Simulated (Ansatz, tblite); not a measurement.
Forces on the cluster Al₆Ir⁺ at its PBE-D4/def2-SVP geometry. Charge 1, multiplicity 1.

In the def2 sets Ir takes a core potential; there is no spin–orbit coupling. The xTB rows come from tblite. The restricted singlet is unstable towards broken spin symmetry in Hartree–Fock (as tested in another run); at PBE-D4/def2-TZVP this wasn't settled. Another isomer (singlet) lies 0.21 eV lower at PBE0-D4/def2-TZVP; other spin states weren't run for this one.

GFN2-xTB (tblite), largest force 1.38 eV/Å:

```xyz
7
positions Å, forces eV/Å
Ir   -0.187   -1.136    0.687   -0.752   -0.592    0.995
Al    0.776    0.415   -1.014   -0.385    0.161    0.333
Al   -2.063    0.013   -0.561    0.735    0.564   -0.174
Al    2.241   -0.844    0.936    0.470    0.176   -0.112
Al    0.525    1.000    1.830   -0.054    0.291   -0.886
Al   -0.719    2.491   -0.273   -0.051   -0.615    0.324
Al   -0.572   -1.940   -1.605    0.038    0.015   -0.481
```

PBE-D4/def2-TZVP (Ansatz), largest force 0.26 eV/Å:

```
Ir 0.051 0.208 -0.148
Al -0.073 -0.077 0.102
Al 0.160 -0.043 0.067
Al -0.134 -0.007 -0.036
Al -0.047 -0.116 -0.127
Al 0.001 -0.036 0.019
Al 0.043 0.070 0.123
```
